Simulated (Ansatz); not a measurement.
Worked example: vertical energy of the triplet above the singlet of CH6BSb (SMILES C[BH][SbH2])

The species is CH6BSb (9 atoms), meant as a singlet with charge 0. As SMILES, `C[BH][SbH2]`. Geometry: relaxed at PBE0-D4/def2-TZVP. This is one conformer, not always the lowest.

Both states at this one shape; open shells run unrestricted unless said. 1 Eh = 27.2114 eV.

```tsv
level	program	singlet CH6BSb (Eh)	triplet CH6BSb (Eh)
HF/STO-3G	Ansatz	-6316.620145	-6316.463312
MP2/def2-SVPD (core potential), 6 core orbitals frozen	Ansatz	-305.594154	-305.467649
```

Task: Work out the vertical gap, second state less first, at each level.

Result: 
1. HF/STO-3G: -6316.463312 − (-6316.620145) = 0.156833 Eh = 4.27 eV.
2. MP2/def2-SVPD (core potential): -305.467649 − (-305.594154) = 0.126505 Eh = 3.44 eV.

No measured value is set beside it here; the levels span 3.44 to 4.27 eV. Spin-orbit coupling is left out. Minimal sets are far from the basis-set limit. All-electron rows are non-relativistic unless named.
